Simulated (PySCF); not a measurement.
Identify the compound

Molecular formula: C7H9NOSi. Simulated spectra:

¹H NMR (300 MHz, computed): δ 7.71 (s, 1H), 5.13 (m, 1H), 4.97 (m, 2H), 2.30 (q, 2H), 1.25 (t, 3H).

¹³C{¹H} NMR (computed): δ 176.7 (C), 171.2 (CH), 122.5 (C), 95.2 (CH), 85.4 (C), 37.9 (CH2), 17.7 (CH3).

PySCF 2.14.0 with density-fitted response routines calculation with NMR shieldings at PBE0/pcSseg-1/GIAO and structure optimised with GFN2-xTB; gas phase, a single conformation, one averaged value for each set of equivalent atoms, no relativistic terms.

Scale: TMS for ¹H (σref 31.72) and ¹³C (σref 186.93) (reference shieldings calculated alike).

Choose the structure that fits.
A. N#C/C=C\C1=CC[SiH2]CO1
B. O=CN[SiH2]c1ccccc1
C. C=C1C=C(C(=O)[SiH2]N)C1=C
D. CCC1=C[SiH2]C(C#N)=CO1

Results:

D. 

1. The formula gives 5 degrees of unsaturation (1 ring in the answer).
2. 7 carbon signals for 7 carbons: no two carbons are equivalent.
3. Carbon types of the structure: 3 × C, 2 × CH, 1 × CH2, 1 × CH3, leaving 2 H on heteroatoms.
4. δC 176.7, 171.2: alkene carbon bearing oxygen; an sp2 carbon further deshielded by the attached heteroatom.
5. δC 122.5: nitrile carbon; C≡N carbons fall here, among the sp2 signals but without a proton.
6. δC 95.2, 85.4: β carbon of an enol-ether or enamine type C=C; the O or N lone pair pushes π density onto this β carbon and shields it.
7. δC 17.7: methyl carbon; saturated and bonded to C and H only.
8. δH 7.71: hydrogen on an alkene carbon bearing oxygen; olefinic region.

The others: O=CN[SiH2]c1ccccc1 would give 5 carbon signals, not 7; C=C1C=C(C(=O)[SiH2]N)C1=C would give 6 signals for carbon-bound and other non-exchanging H, not 5; N#C/C=C\C1=CC[SiH2]CO1 would give 6 signals for carbon-bound and other non-exchanging H, not 5.

Shifts are as computed. Against solution values, carbons near 30 ppm lie about +3 ppm off and those near 130 ppm about +5 ppm. Of 1211 compounds with measured shifts, 218 miss one by over three times the rms of a fit or turn the order of signals round; such compounds aren't used in these exercises. Multiplicities follow the n + 1 count of equivalent neighbours, as no J values were calculated; m marks all less simple cases, F and P coupling included.
